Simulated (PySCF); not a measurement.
MoO3, charge +1, doublet, geometry from GFN2-xTB (such geometries of metal compounds can be far from the true shape) (the multiplicity is a formal guess) (core potentials on Mo); R2SCAN/def2-TZVP run with PySCF.

Here is a job for PySCF.
```python
from pyscf import gto, scf, dft

mol = gto.M(
    atom='''
Mo    0.00000000   -0.00000000   -0.00000000
O    -1.13555064   -1.19952535   -0.09964600
O    -0.10119083    1.31969514   -0.99319224
O     1.23674147   -0.12016978    1.09283824
''',
    basis='def2-tzvp',
    ecp={'Mo': 'def2-tzvp'},
    charge=1,
    spin=1,
    verbose=4,
)

mf = dft.UKS(mol)
mf.xc = 'r2scan'
mf.kernel()
mf.analyze()
```

### Question
What does PySCF print? Leave out banner, timings and long lists.

### Answer

```
PySCF version 2.14.0

[INPUT] verbose = 4
[INPUT] num. atoms = 4
[INPUT] num. electrons = 37
[INPUT] charge = 1
[INPUT] spin (= nelec alpha-beta = 2S) = 1
[INPUT] symmetry False subgroup None
[INPUT] Mole.unit = angstrom
[INPUT] Symbol           X                Y                Z      unit          X                Y                Z       unit  Magmom
[...]
nuclear repulsion = 142.898056381052
number of shells = 47
number of NR pGTOs = 198
number of NR cGTOs = 133
basis = def2-tzvp
ecp = {'Mo': 'def2-tzvp'}

******** <class 'pyscf.dft.uks.UKS'> ********
method = UKS
initial guess = minao
damping factor = 0
level_shift factor = 0
DIIS = <class 'pyscf.scf.diis.CDIIS'>
diis_start_cycle = 1
diis_space = 8
diis_damp = 0
SCF conv_tol = 1e-09
SCF conv_tol_grad = None
SCF max_cycles = 50
direct_scf = True
direct_scf_tol = 1e-13
number electrons alpha = 19  beta = 18
XC library pyscf.dft.libxc version 7.1.2
    S. Lehtola, C. Steigemann, M. J. T. Oliveira, and M. A. L. Marques,  SoftwareX 7, 1–5 (2018)
XC functionals = r2scan
    J. W. Furness, A. D. Kaplan, J. Ning, J. P. Perdew, and J. Sun,  J. Phys. Chem. Lett. 11, 8208–8215 (2020)
    J. W. Furness, A. D. Kaplan, J. Ning, J. P. Perdew, and J. Sun,  J. Phys. Chem. Lett. 11, 9248–9248 (2020)
    J. W. Furness, A. D. Kaplan, J. Ning, J. P. Perdew, and J. Sun,  J. Phys. Chem. Lett. 11, 8208–8215 (2020)
    J. W. Furness, A. D. Kaplan, J. Ning, J. P. Perdew, and J. Sun,  J. Phys. Chem. Lett. 11, 9248–9248 (2020)
radial grids:
    Treutler-Ahlrichs [JCP 102, 346 (1995); DOI:10.1063/1.469408] (M4) radial grids

becke partition: Becke, JCP 88, 2547 (1988); DOI:10.1063/1.454033
pruning grids: <function nwchem_prune>
grids dens level: 3
symmetrized grids: False
atomic radii adjust function: <function treutler_atomic_radii_adjust>
small_rho_cutoff = 0
Set gradient conv threshold to 3.16228e-05
tot grids = 64688
init E= -287.743455108917

cycle= 1 E= -293.161454827608  delta_E= -5.42  |g|= 1.01  |ddm|= 2.96
cycle= 2 E= -286.741380677666  delta_E= 6.42  |g|= 3.96  |ddm|= 2.63
cycle= 3 E= -293.340090083116  delta_E= -6.6  |g|= 0.708  |ddm|= 2.55
cycle= 4 E= -292.685177236912  delta_E= 0.655  |g|= 1.42  |ddm|= 1.05
cycle= 5 E= -293.531592544621  delta_E= -0.846  |g|= 0.229  |ddm|= 0.735
cycle= 6 E= -293.407139123096  delta_E= 0.124  |g|= 0.585  |ddm|= 0.572
cycle= 7 E= -293.552966341373  delta_E= -0.146  |g|= 0.0364  |ddm|= 0.457
cycle= 8 E= -293.55306491098  delta_E= -9.86e-05  |g|= 0.0349  |ddm|= 0.0277
cycle= 9 E= -293.553447507356  delta_E= -0.000383  |g|= 0.0177  |ddm|= 0.0124
cycle= 10 E= -293.553547476802  delta_E= -0.0001  |g|= 0.00889  |ddm|= 0.0061
cycle= 11 E= -293.553564005709  delta_E= -1.65e-05  |g|= 0.0067  |ddm|= 0.00506
cycle= 12 E= -293.553578335227  delta_E= -1.43e-05  |g|= 0.00349  |ddm|= 0.00395
cycle= 13 E= -293.553583089618  delta_E= -4.75e-06  |g|= 0.00134  |ddm|= 0.00344
cycle= 14 E= -293.553583368337  delta_E= -2.79e-07  |g|= 0.00115  |ddm|= 0.000817
cycle= 15 E= -293.553583934016  delta_E= -5.66e-07  |g|= 0.000182  |ddm|= 0.00128
cycle= 16 E= -293.553583948416  delta_E= -1.44e-08  |g|= 0.000158  |ddm|= 0.000239
cycle= 17 E= -293.553583966015  delta_E= -1.76e-08  |g|= 6.26e-05  |ddm|= 0.000347
cycle= 18 E= -293.553583969403  delta_E= -3.39e-09  |g|= 4.51e-05  |ddm|= 0.000138
cycle= 19 E= -293.553583974422  delta_E= -5.02e-09  |g|= 4.03e-05  |ddm|= 0.000248
cycle= 20 E= -293.553583980369  delta_E= -5.95e-09  |g|= 3.92e-05  |ddm|= 0.000304
cycle= 21 E= -293.553583991412  delta_E= -1.1e-08  |g|= 4.12e-05  |ddm|= 0.000575
cycle= 22 E= -293.553584004744  delta_E= -1.33e-08  |g|= 4.07e-05  |ddm|= 0.000696
cycle= 23 E= -293.553584112369  delta_E= -1.08e-07  |g|= 3.75e-05  |ddm|= 0.00594
cycle= 24 E= -293.553584293554  delta_E= -1.81e-07  |g|= 5.99e-05  |ddm|= 0.0119
cycle= 25 E= -293.55358432025  delta_E= -2.67e-08  |g|= 8.31e-05  |ddm|= 0.00218
cycle= 26 E= -293.553584247954  delta_E= 7.23e-08  |g|= 7.15e-05  |ddm|= 0.00545
cycle= 27 E= -293.553584482949  delta_E= -2.35e-07  |g|= 0.000296  |ddm|= 0.0293
cycle= 28 E= -293.55358448252  delta_E= 4.3e-10  |g|= 0.000274  |ddm|= 0.00148
cycle= 29 E= -293.553584324131  delta_E= 1.58e-07  |g|= 7.31e-05  |ddm|= 0.0221
cycle= 30 E= -293.553584500752  delta_E= -1.77e-07  |g|= 0.000145  |ddm|= 0.0204
cycle= 31 E= -293.553584492667  delta_E= 8.09e-09  |g|= 3.37e-05  |ddm|= 0.00297
cycle= 32 E= -293.553584489104  delta_E= 3.56e-09  |g|= 0.00032  |ddm|= 0.0273
cycle= 33 E= -293.553584511849  delta_E= -2.27e-08  |g|= 8.08e-05  |ddm|= 0.0236
cycle= 34 E= -293.553584542124  delta_E= -3.03e-08  |g|= 2.97e-05  |ddm|= 0.00674
cycle= 35 E= -293.55358454822  delta_E= -6.1e-09  |g|= 1.55e-05  |ddm|= 0.00234
cycle= 36 E= -293.553584550316  delta_E= -2.1e-09  |g|= 1.76e-05  |ddm|= 0.00116
cycle= 37 E= -293.553584553538  delta_E= -3.22e-09  |g|= 7.48e-06  |ddm|= 0.00267
cycle= 38 E= -293.553584554148  delta_E= -6.11e-10  |g|= 1.07e-05  |ddm|= 0.0022
Extra cycle  E= -293.553584553572  delta_E= 5.76e-10  |g|= 3.86e-05  |ddm|= 2.92e-05
converged SCF energy = -293.553584553572  <S^2> = 0.77311289  2S+1 = 2.0229809
**** SCF Summaries ****
Total Energy =                        -293.553584553572023
Nuclear Repulsion Energy =             142.898056381052328
One-electron Energy =                 -700.146404894249486
Two-electron Energy =                  263.694763959625107
Two-electron Coulomb Energy =          296.907383862082270
DFT Exchange-Correlation Energy =      -33.212619902457163
**** MO energy ****
                             alpha | beta                alpha | beta
[...]
WARN: Weak orthogonality for localized orbitals 5.3321339486710184e-08

spin_pop of  0 Mo 4s       -0.00027
spin_pop of  0 Mo 5s       -0.01088
spin_pop of  0 Mo 6s       -0.00038
spin_pop of  0 Mo 7s       -0.00003
spin_pop of  0 Mo 8s       -0.00012
spin_pop of  0 Mo 9s       -0.00002
spin_pop of  0 Mo 4px       0.00554
spin_pop of  0 Mo 4py       0.01109
spin_pop of  0 Mo 4pz       0.01359
spin_pop of  0 Mo 5px       0.01117
spin_pop of  0 Mo 5py       0.00075
spin_pop of  0 Mo 5pz       0.00089
spin_pop of  0 Mo 6px       0.00657
spin_pop of  0 Mo 6py      -0.00097
spin_pop of  0 Mo 6pz      -0.00095
spin_pop of  0 Mo 7px      -0.00098
spin_pop of  0 Mo 7py       0.00063
spin_pop of  0 Mo 7pz       0.00073
spin_pop of  0 Mo 4dxy     -0.02635
spin_pop of  0 Mo 4dyz     -0.01102
spin_pop of  0 Mo 4dz^2    -0.02681
spin_pop of  0 Mo 4dxz     -0.01230
spin_pop of  0 Mo 4dx2-y2   -0.02491
spin_pop of  0 Mo 5dxy     -0.02262
spin_pop of  0 Mo 5dyz     -0.01135
spin_pop of  0 Mo 5dz^2    -0.02341
spin_pop of  0 Mo 5dxz     -0.01347
spin_pop of  0 Mo 5dx2-y2   -0.00046
spin_pop of  0 Mo 6dxy     -0.00021
spin_pop of  0 Mo 6dyz     -0.00018
spin_pop of  0 Mo 6dz^2    -0.00022
spin_pop of  0 Mo 6dxz     -0.00010
spin_pop of  0 Mo 6dx2-y2   -0.00002
spin_pop of  0 Mo 4f-3     -0.00020
spin_pop of  0 Mo 4f-2     -0.00016
spin_pop of  0 Mo 4f-1      0.00011
spin_pop of  0 Mo 4f+0      0.00006
spin_pop of  0 Mo 4f+1      0.00020
spin_pop of  0 Mo 4f+2     -0.00029
spin_pop of  0 Mo 4f+3     -0.00019
spin_pop of  1 O 1s       -0.00000
spin_pop of  1 O 2s        0.00208
spin_pop of  1 O 3s       -0.00027
spin_pop of  1 O 4s       -0.00015
spin_pop of  1 O 5s       -0.00001
spin_pop of  1 O 2px       0.09324
spin_pop of  1 O 2py       0.09960
spin_pop of  1 O 2pz       0.19246
spin_pop of  1 O 3px      -0.00017
spin_pop of  1 O 3py      -0.00014
spin_pop of  1 O 3pz      -0.00064
spin_pop of  1 O 4px      -0.00021
spin_pop of  1 O 4py      -0.00019
spin_pop of  1 O 4pz      -0.00022
spin_pop of  1 O 3dxy     -0.00005
spin_pop of  1 O 3dyz     -0.00075
spin_pop of  1 O 3dz^2    -0.00010
spin_pop of  1 O 3dxz     -0.00076
spin_pop of  1 O 3dx2-y2   -0.00132
spin_pop of  1 O 4dxy     -0.00003
spin_pop of  1 O 4dyz     -0.00027
spin_pop of  1 O 4dz^2    -0.00003
spin_pop of  1 O 4dxz     -0.00026
spin_pop of  1 O 4dx2-y2   -0.00041
spin_pop of  1 O 4f-3     -0.00010
spin_pop of  1 O 4f-2     -0.00010
spin_pop of  1 O 4f-1     -0.00004
spin_pop of  1 O 4f+0     -0.00008
spin_pop of  1 O 4f+1     -0.00001
spin_pop of  1 O 4f+2     -0.00004
spin_pop of  1 O 4f+3     -0.00007
spin_pop of  2 O 1s       -0.00000
spin_pop of  2 O 2s        0.00535
spin_pop of  2 O 3s        0.00016
spin_pop of  2 O 4s       -0.00071
spin_pop of  2 O 5s       -0.00004
spin_pop of  2 O 2px       0.05605
spin_pop of  2 O 2py       0.27953
spin_pop of  2 O 2pz       0.04172
spin_pop of  2 O 3px      -0.00037
spin_pop of  2 O 3py       0.00114
spin_pop of  2 O 3pz      -0.00003
spin_pop of  2 O 4px      -0.00003
spin_pop of  2 O 4py      -0.00137
spin_pop of  2 O 4pz      -0.00054
spin_pop of  2 O 3dxy     -0.00058
spin_pop of  2 O 3dyz     -0.00065
spin_pop of  2 O 3dz^2    -0.00068
spin_pop of  2 O 3dxz     -0.00007
spin_pop of  2 O 3dx2-y2   -0.00062
spin_pop of  2 O 4dxy     -0.00020
spin_pop of  2 O 4dyz     -0.00009
spin_pop of  2 O 4dz^2    -0.00024
spin_pop of  2 O 4dxz     -0.00002
spin_pop of  2 O 4dx2-y2   -0.00015
spin_pop of  2 O 4f-3      0.00002
spin_pop of  2 O 4f-2      0.00001
spin_pop of  2 O 4f-1      0.00005
spin_pop of  2 O 4f+0     -0.00002
spin_pop of  2 O 4f+1     -0.00001
spin_pop of  2 O 4f+2      0.00002
spin_pop of  2 O 4f+3      0.00001
spin_pop of  3 O 1s       -0.00000
spin_pop of  3 O 2s        0.00526
spin_pop of  3 O 3s        0.00018
spin_pop of  3 O 4s       -0.00068
spin_pop of  3 O 5s       -0.00004
spin_pop of  3 O 2px       0.24983
spin_pop of  3 O 2py       0.06390
spin_pop of  3 O 2pz       0.06514
spin_pop of  3 O 3px       0.00093
spin_pop of  3 O 3py      -0.00045
spin_pop of  3 O 3pz       0.00015
spin_pop of  3 O 4px      -0.00120
spin_pop of  3 O 4py      -0.00004
spin_pop of  3 O 4pz      -0.00069
spin_pop of  3 O 3dxy     -0.00059
spin_pop of  3 O 3dyz     -0.00014
spin_pop of  3 O 3dz^2    -0.00071
spin_pop of  3 O 3dxz     -0.00070
spin_pop of  3 O 3dx2-y2   -0.00053
spin_pop of  3 O 4dxy     -0.00021
spin_pop of  3 O 4dyz     -0.00005
spin_pop of  3 O 4dz^2    -0.00024
spin_pop of  3 O 4dxz     -0.00010
spin_pop of  3 O 4dx2-y2   -0.00014
spin_pop of  3 O 4f-3     -0.00000
spin_pop of  3 O 4f-2      0.00001
spin_pop of  3 O 4f-1     -0.00001
spin_pop of  3 O 4f+0     -0.00002
spin_pop of  3 O 4f+1      0.00006
spin_pop of  3 O 4f+2      0.00002
spin_pop of  3 O 4f+3      0.00002

WARN: Weak orthogonality for localized orbitals 5.3321339486710184e-08

In total            19.00000 | 18.00000

WARN: System has nonzero charge 1; the dipole moment is origin-dependent.
Location of origin: [0. 0. 0.]

Dipole moment(X, Y, Z, Debye):  0.09148,  0.09729,  0.00764
```
